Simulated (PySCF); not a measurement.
H2Zn, charge +1, doublet, geometry from GFN2-xTB (such geometries of metal compounds can be far from the true shape) (a state made from the parent by changing its charge; the spin is typed, not shown lowest); PBE/6-31G** in PySCF.

PySCF was given this input:
```python
from pyscf import gto, scf, dft

mol = gto.M(
    atom='''
Zn    0.00000000    0.00000000    0.00000000
H    -0.00000000   -0.00000000   -1.56522249
H     0.00000000    0.00000000    1.56522249
''',
    basis='6-31g**',
    charge=1,
    spin=1,
    verbose=4,
)

mf = dft.UKS(mol)
mf.xc = 'pbe'
mf.grids.atom_grid = (99, 590)
mf.grids.prune = None
mf.kernel()
```

Problem. What does PySCF print? Leave out banner, timings and long lists.

Solution. 
```
PySCF version 2.14.0

[INPUT] verbose = 4
[INPUT] num. atoms = 3
[INPUT] num. electrons = 31
[INPUT] charge = 1
[INPUT] spin (= nelec alpha-beta = 2S) = 1
[INPUT] symmetry False subgroup None
[INPUT] Mole.unit = angstrom
[INPUT] Symbol           X                Y                Z      unit          X                Y                Z       unit  Magmom
[INPUT]  1 Zn     0.000000000000   0.000000000000   0.000000000000 AA    0.000000000000   0.000000000000   0.000000000000 Bohr   0.0
[INPUT]  2 H      0.000000000000   0.000000000000  -1.565222490000 AA    0.000000000000   0.000000000000  -2.957841830110 Bohr   0.0
[INPUT]  3 H      0.000000000000   0.000000000000   1.565222490000 AA    0.000000000000   0.000000000000   2.957841830110 Bohr   0.0

nuclear repulsion = 20.4541025095161
number of shells = 18
number of NR pGTOs = 111
number of NR cGTOs = 44
basis = 6-31g**
ecp = {}

******** <class 'pyscf.dft.uks.UKS'> ********
method = UKS
initial guess = minao
damping factor = 0
level_shift factor = 0
DIIS = <class 'pyscf.scf.diis.CDIIS'>
diis_start_cycle = 1
diis_space = 8
diis_damp = 0
SCF conv_tol = 1e-09
SCF conv_tol_grad = None
SCF max_cycles = 50
direct_scf = True
direct_scf_tol = 1e-13
number electrons alpha = 16  beta = 15
XC library pyscf.dft.libxc version 7.1.2
    S. Lehtola, C. Steigemann, M. J. T. Oliveira, and M. A. L. Marques,  SoftwareX 7, 1–5 (2018)
XC functionals = pbe
    J. P. Perdew, K. Burke, and M. Ernzerhof,  Phys. Rev. Lett. 77, 3865 (1996)
    J. P. Perdew, K. Burke, and M. Ernzerhof,  Phys. Rev. Lett. 78, 1396 (1997)
    J. P. Perdew, K. Burke, and M. Ernzerhof,  Phys. Rev. Lett. 77, 3865 (1996)
    J. P. Perdew, K. Burke, and M. Ernzerhof,  Phys. Rev. Lett. 78, 1396 (1997)
radial grids:
    Treutler-Ahlrichs [JCP 102, 346 (1995); DOI:10.1063/1.469408] (M4) radial grids

becke partition: Becke, JCP 88, 2547 (1988); DOI:10.1063/1.454033
pruning grids: None
grids dens level: 3
symmetrized grids: False
atomic radii adjust function: <function treutler_atomic_radii_adjust>
User specified grid scheme (99, 590)
small_rho_cutoff = 0
Set gradient conv threshold to 3.16228e-05
tot grids = 175232
init E= -1779.44419017106

cycle= 1 E= -1779.31725277579  delta_E= 0.127  |g|= 0.706  |ddm|= 1.12
cycle= 2 E= -1779.1260753562  delta_E= 0.191  |g|= 1.36  |ddm|= 1.36
cycle= 3 E= -1779.51886417407  delta_E= -0.393  |g|= 0.32  |ddm|= 0.537
cycle= 4 E= -1779.55152454819  delta_E= -0.0327  |g|= 0.0595  |ddm|= 0.309
cycle= 5 E= -1779.55238486728  delta_E= -0.00086  |g|= 0.00781  |ddm|= 0.0447
cycle= 6 E= -1779.55243489443  delta_E= -5e-05  |g|= 0.000695  |ddm|= 0.0133
cycle= 7 E= -1779.5524357556  delta_E= -8.61e-07  |g|= 0.000271  |ddm|= 0.0023
cycle= 8 E= -1779.55243577823  delta_E= -2.26e-08  |g|= 5.24e-06  |ddm|= 0.000282
cycle= 9 E= -1779.55243577825  delta_E= -2.14e-11  |g|= 1.29e-06  |ddm|= 9.04e-06
Extra cycle  E= -1779.55243577825  delta_E=    0  |g|= 2.12e-06  |ddm|= 1.64e-06
converged SCF energy = -1779.55243577825  <S^2> = 0.76419412  2S+1 = 2.0141441
```
